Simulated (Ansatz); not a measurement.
Te(SiH3)(GeH3) (GeH₆SiTe), SMILES [SiH3][Te][GeH3].

Geometry optimised at PBE-D3(BJ)/def2-SVP. The structure was generated by enumeration, and PubChem lists no compound with its InChIKey, so it may never have been made. The def2 effective core potentials stand for the cores of Te; spin–orbit coupling is left out.

Two levels are set side by side: PBE/def2-SVPD (Ansatz, an electronic-structure program) and PBE0/def2-SVPD (Ansatz). Energy differences of separate SCF runs at the same geometry; the states with an electron removed or added have multiplicity 2 and 2. Differences are taken from unrounded values.

```
quantity                           PBE0
---------------------------------  ----
vertical ionisation energy (eV)    8.28
vertical singlet–triplet gap (eV)  3.74
```

**Question.** What does PBE give, and how far is it from PBE0? (The exact figures need the calculation; the answer reports its results.)

**Answer.** 
```tsv
quantity	PBE	PBE minus PBE0
vertical ionisation energy (eV)	8.20	-0.08
vertical singlet–triplet gap (eV)	3.60	-0.14
```
